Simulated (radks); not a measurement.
Q: These are the eigenvalues of the occupied orbitals of an atom or ion with whole-number occupations (Ry). Method: non-relativistic Kohn-Sham, TPSS, spin-polarised, spherical densities, point nucleus; meta-GGA in the generalised Kohn-Sham scheme; computed with a radial shooting solver on a logarithmic mesh with Libxc functionals.

orbital  eigenvalue
1s        -4847.915
2s        -927.0289
2p        -895.4647
3s        -324.4468
3p        -310.1491
3d        -284.1423
4s        -161.2199

Which element is it, and in what charge state? The configuration may be excited. Open shells, if any, are filled with parallel spins first.

A: Z = 74, tungsten, charge +44: W44+ in [Ar] 3d10 4s2. The list shows which subshells hold electrons but not how many an open one holds; the 1s level, -2424 hartree, gives Z - s = 69.6 by -(Z - s)^2/2, which with screening narrows Z to a few neighbours, and the depths of the outer levels then fix element, charge and occupations together.
